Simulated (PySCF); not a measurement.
Gas-phase reaction: Ga(CH3)2Cl + C2H5 ⇌ GaH(CH3)2 + HCl + C2H3 (vinyl)

Energies from PySCF, thermal terms from the rigid-rotor harmonic-oscillator model, ideal gas at 1 bar. † marks an energy on the PBE0/def2-TZVP geometry and frequencies; other levels use their own. Open shells (unrestricted): C2H5 (multiplicity 2), C2H3 (vinyl) (multiplicity 2); the rest are closed-shell singlets. Ga: all electrons, no relativistic terms. Ga(CH3)2Cl, GaH(CH3)2: computed as isolated molecules; such fragments, hydroxides, amides, oligomers or adducts are transient or little studied in the gas.

PBE0/def2-QZVP† gives ΔH°(298 K) = 316 kJ.

Q: What do ωB97X-V/def2-TZVP†, r2SCAN/def2-TZVP†, PBE/def2-SVP give?

A: ωB97X-V/def2-TZVP†: 319 kJ; r2SCAN/def2-TZVP†: 320 kJ; PBE/def2-SVP: 320 kJ. For scale, ΔH°(298 K) is 316 kJ at this level, 311 kJ at ωB97M-V/def2-TZVP†, and runs from 279 to 334 kJ over the 13 levels computed.
